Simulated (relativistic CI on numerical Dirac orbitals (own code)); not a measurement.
**Fe3+: 3s photoemission**

Computed with this model: Dirac-Coulomb-Breit CI, separate exchange-only KLI orbitals for each configuration, QED by a radiative potential, valence Slater integrals scaled by 0.7, multiplet model of photoemission in the sudden approximation; configurations [Ar] 3d5 → [Ne] 3s 3p6 3d5; 80 K; Lorentzian 1.5 eV and Gaussian 0.6 eV FWHM. Energies are those of the free ion, without screening or charge transfer. The energies are binding energies and can lie tens of eV above those of solids. Without intra-shell correlation the exchange splitting of an s hole comes out too large, often by half or more. S is read from ⟨S²⟩ = S(S + 1).

Field parameters in Wybourne normalisation: Oh B⁴₀ = 21Dq, B⁴₄ = √(5/14) B⁴₀. The field is a parameter set, without covalency.

free ion: ground-state S = 2.50, centroid 149.38 eV. Peaks (eV, height): 144.8 (100), 155.8 (71).

Oh, 10Dq = 25900 cm⁻¹: ground-state S = 0.51, centroid 149.84 eV. Peaks (eV, height): 149.0 (100), 152.6 (36).

Strongest unbroadened transitions for Oh, 10Dq = 25900 cm⁻¹:

| Energy (eV) | Relative strength |
| --- | --- |
| 148.26 | 6.6 |
| 148.29 | 0.2 |
| 148.96 | 50.6 |
| 148.99 | 100.0 |
| 149.17 | 5.0 |
| 151.51 | 0.0 |
| 151.72 | 0.1 |
| 151.73 | 0.0 |
| 151.95 | 0.1 |
| 152.03 | 0.3 |
| 152.28 | 1.0 |
| 152.65 | 49.2 |
| 152.98 | 0.1 |
| 153.12 | 0.2 |
| 153.55 | 0.0 |
| 155.51 | 0.1 |
